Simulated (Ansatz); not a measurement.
BH5N (SMILES B[NH3+]) moved off its minimum; all values from Ansatz (an electronic-structure program), cores frozen in correlated methods.
(charge 1, multiplicity 1)
```xyz
7

B      0.81219     0.12701     0.03703
N     -0.72212    -0.18692    -0.12776
H      1.62242    -0.94775     0.06723
H      1.19757     1.08774    -0.23113
H     -1.03449     0.12421     0.76086
H     -0.96246    -1.11060    -0.41224
H     -1.01480     0.58199    -0.52865
```

| level | largest force (eV/Å) | on atom | rms difference from CCSD(T)/aug-cc-pVTZ (eV/Å) | dipole (D) |
|---|---|---|---|---|
| HF/def2-TZVPP | 7.41 | B1 | 0.303 | - |
| PBE/def2-TZVPP | 7.19 | H7 | 0.159 | - |
| r2SCAN/def2-TZVPP | 7.02 | B1 | 0.048 | - |
| B3LYP/def2-TZVPP | 6.97 | B1 | 0.051 | - |
| wB97M-V/def2-TZVPP | 6.97 | B1 | 0.063 | - |
| MP2/aug-cc-pVTZ | 7.16 | B1 | 0.052 | - |
| CCSD(T)/aug-cc-pVTZ | 7.05 | B1 | 0.000 | - |

The differences count from one level among others, with limits of its own. Forces at CCSD(T)/aug-cc-pVTZ (eV/Å):

| atom | Fx | Fy | Fz |
|---|---|---|---|
| B1 | 1.072 | -6.933 | -0.703 |
| N2 | 4.559 | -1.761 | 3.302 |
| H3 | -1.855 | 2.189 | 0.428 |
| H4 | 0.829 | 3.816 | -0.296 |
| H5 | -1.081 | -1.011 | 2.282 |
| H6 | -0.745 | -0.630 | -0.297 |
| H7 | -2.779 | 4.330 | -4.715 |
